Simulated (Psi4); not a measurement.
Pair of molecules, SMILES N with SMILES S (the first has 4 atoms); geometry from B3LYP-D3(BJ)/def2-TZVP, rigid monomers moved along the line of their centres of mass till N1···H7 is 1.94 Å.
(charge 0, multiplicity 1):
```csv
atom,x (Å),y (Å),z (Å)
N,0.0062,0.1635,0.3251
H,-0.7772,-0.4607,0.1701
H,-0.1930,1.0317,-0.1588
H,0.8211,-0.2526,-0.1111
S,0.6277,0.7742,3.5011
H,-0.3436,-0.0357,3.9510
H,0.3495,0.5049,2.1997
```

The numbers are results of SAPT0/jun-cc-pV(D+d)Z (Psi4), not measurements.

Task: Give the four SAPT terms and the total, and say what mostly holds the pair together.

Result: electrostatics -534.2, exchange 802.1, induction -245.9, dispersion -127.3, total -105.3 meV; the largest attraction is electrostatics.
